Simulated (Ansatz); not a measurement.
Consider the ligand exchange at the Si–N bond: `CN([SiH2]O)[SiH2]O` + `N[SiH2]N` → `N[SiH2]N[SiH2]O` + `CN[SiH2]O`.

Gas-phase electronic energies from Ansatz, PBE0-D4/def2-TZVP geometries. CBS: MP2 limit from def2 TZ/QZ plus the TZ coupled-cluster correction, frozen cores. This one scheme is used for every species. Functionals use def2-TZVPP. Each species was taken in one conformer, which may not be the lowest.

```tsv
level	ΔE (eV)
ωB97X-V	-0.07
B2PLYP	-0.11
r2SCAN	-0.06
HF/def2-TZVPP	-0.17
SCS-MP2/def2-TZVPP	-0.08
HF/CBS(def2)	-0.17
MP2/CBS(def2)	-0.06
CCSD/CBS(def2)	-0.08
```

What does CCSD(T)/CBS give? (Estimate.)

Ansatz gave: -0.07 eV. The listed levels differ from it by 0.00, -0.04, 0.01, -0.10, -0.01, -0.10, 0.01, -0.01 eV.

Largest T1 diagnostic among the species: 0.011.

The D4 term adds +0.08 eV with B3LYP and +0.04 eV with PBE0; it sums over pairs of atoms, weighted by their polarisabilities, and B3LYP, whose exchange is more repulsive, gets the larger term. In def2-TZVPP, CCSD(T) changes the Hartree–Fock value by +0.10 eV (the triples alone add +0.02 eV) and MP2 by +0.11 eV.

B3LYP here is the variant with VWN-RPA as its local correlation; programs differ in this.
